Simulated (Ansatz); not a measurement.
Cost and result for the atomization energy of H₁₂N₂Si₄Zn, SMILES `[SiH3][N]([SiH3])[Zn][N]([SiH3])[SiH3]` (19 atoms, 18 bonds).

```xyz
19

Si   -1.241    1.842    2.081
N    -1.029    1.446    0.417
Si   -1.731    2.339   -0.880
Zn   -0.001   -0.001    0.001
N     1.028   -1.448   -0.415
Si    0.243   -2.966   -0.639
Si    2.729   -1.215   -0.562
H    -0.710    3.196    2.405
H    -2.676    1.816    2.480
H    -0.504    0.839    2.902
H    -1.339    1.691   -2.164
H    -1.259    3.752   -0.905
H    -3.218    2.364   -0.798
H    -1.219   -2.779   -0.412
H     0.439   -3.497   -2.017
H     0.741   -3.996    0.315
H     3.035    0.217   -0.284
H     3.221   -1.543   -1.930
H     3.491   -2.056    0.403
```

Total charge 0; spin multiplicity 1. For Zn the d shell is correlated and the shells below it are frozen. Scalar relativity is left out up to krypton. The geometry is a stationary point of PBE0-D4/def2-TZVP. It is one conformer, not always the lowest. Program: Ansatz. All runs use 4 threads of an AMD EPYC 7R13 on a shared host and a share of an NVIDIA H100 80 GB. Times are those of one run each, without the atoms' runs, and a repeat can differ threefold. Electronic energies, without spin–orbit coupling; frozen cores. CCSD(T)/CBS adds CCSD(T) − MP2 in def2-TZVPP to the MP2 limit, and its time is that of the two runs behind it. T1 = 0.014. With those shells the extrapolation isn't a true limit. HSE06 is the plane-wave form, built on full-range PBE exchange.

CCSD(T)/CBS is a level of theory with its own doubt, some kJ/mol a heavy atom from the limit and from the frozen cores, so smaller differences don't rank the functionals.

```csv
level,functions,wall time,atomization (kJ/mol),difference from CCSD(T)/CBS,per bond
LDA (SPW92)/def2-TZVPP,462,2.3 s,6406.9,609.1,33.8
revPBE-D4/def2-TZVPP,462,2.6 s,5622.1,-175.7,-9.8
BLYP-D4/def2-TZVPP,462,2.8 s,5708.8,-89.0,-4.9
PBE-D4/def2-TZVPP (with forces),462,2.9 s,5715.4,-82.4,-4.6
BHLYP-D4/def2-TZVPP,462,3 s,5702.4,-95.4,-5.3
HSE06-D4/def2-TZVPP,462,3.1 s,5694.0,-103.8,-5.8
CCSD(T)/def2-SVP,191,3.3 s,5349.7,-448.1,-24.9
B97M-V/def2-TZVPP,462,4.2 s,5778.1,-19.7,-1.1
r2SCAN-D4/def2-TZVPP (with forces),462,4.3 s,5762.3,-35.5,-2.0
ωB97M-V/def2-TZVPP (with forces),462,6 s,5793.6,-4.2,-0.2
MP2/def2-QZVPP,854,7.5 s,5749.1,-48.7,-2.7
CCSD(T)/def2-TZVPP,462,34 s,5627.3,-170.5,-9.5
CCSD(T)/CBS(def2),–,41 s,5797.8,0.0,0.0
```

The D4 term adds +90.9 kJ/mol with B3LYP and +48.9 kJ/mol with PBE0; it sums over pairs of atoms, weighted by their polarisabilities, and B3LYP, whose exchange is more repulsive, gets the larger term. From r2SCAN to r2SCAN0 (25 % exact exchange), in def2-TZVPP and without D4, the atomization energy moves by −55.1 kJ/mol: exact exchange takes away binding that semilocal exchange gives to molecules. Leaving LDA and LC-ωPBE aside and taking each functional with its dispersion term where it has one, the values, not all of them listed here, spread over 225.7 kJ/mol, from revPBE-D4 to ωB97X-V. LDA lies +748.0 kJ/mol from PBE without D4, its usual overbinding.

B3LYP here is the variant with VWN-RPA as its local correlation; programs differ in this.
